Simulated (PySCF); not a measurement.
## Field gradients at the hydrogen positions

Compound: C6H12SSi2.
Numbering: `[CH:1]#[C:2][Si@@H:3]([S:4][SiH3:5])[CH:6]1[CH2:7][CH2:8][CH2:9]1` (hydrogens: H10 on C1; H11 on Si3; H12, H13, H14 on Si5; H15 on C6; H16, H17 on C7; H18, H19 on C8; H20, H21 on C9)

Geometry (PBE0-D3(BJ)/def2-SVP, Å), atoms numbered from 1 in this order:
```xyz
21
C6H12SSi2 angstrom
C      1.910    2.708   -0.350
C      1.349    1.637   -0.210
Si     0.530    0.008    0.008
S      1.677   -1.205    1.368
Si     3.618   -0.965    0.471
C     -1.182    0.202    0.736
C     -2.005   -1.113    0.760
C     -2.730   -0.646   -0.517
C     -2.221    0.784   -0.259
H      2.404    3.656   -0.473
H      0.482   -0.648   -1.334
H      3.513   -1.050   -1.017
H      4.453   -2.087    0.986
H      4.242    0.335    0.848
H     -1.081    0.731    1.698
H     -2.677   -1.146    1.631
H     -1.459   -2.069    0.719
H     -2.283   -1.082   -1.424
H     -3.818   -0.796   -0.567
H     -1.848    1.359   -1.123
H     -2.965    1.406    0.261
```

Level: PBE0/pcSseg-1 (PySCF, non-relativistic); Q(2H) = 0.00286 b; rigid geometry, the same for H and D, with no vibrational averaging.

Question: Rank these positions by the coupling χzz of a deuteron there, largest first.
A. H10 (alkyne hydrogen)
B. H14 (Si–H hydrogen)
C. H15 (methine hydrogen)

Answer: A (227 kHz), C (196 kHz), B (95 kHz).

Question: Give the electric field gradient Vzz (the principal value of largest size), its asymmetry and the 2H coupling at each hydrogen.

Answer: 
```csv
atom,bonded to,bond length (Å),Vzz (au),η,χzz (kHz)
H10,C1,1.076,0.3373,0.00,227
H11,Si3,1.494,0.1404,0.01,94
H12,Si5,1.494,0.1387,0.04,93
H13,Si5,1.491,0.1407,0.03,95
H14,Si5,1.491,0.1412,0.02,95
H15,C6,1.102,0.2911,0.00,196
H16,C7,1.101,0.2908,0.01,195
H17,C7,1.102,0.2874,0.02,193
H18,C8,1.101,0.2901,0.02,195
H19,C8,1.100,0.2940,0.00,198
H20,C9,1.102,0.2881,0.02,194
H21,C9,1.101,0.2908,0.01,195
```

Question: Average by the element that carries the hydrogen.

Answer: on C: 199 kHz over 8 positions, mean bond length 1.098 Å; on Si: 94 kHz over 4 positions, mean bond length 1.492 Å.

One conformer (not necessarily the lowest) at the PBE0-D3(BJ)/def2-SVP geometry, without solvent, vibrations or thermal averaging. With so small a basis the couplings can be 20 % off.
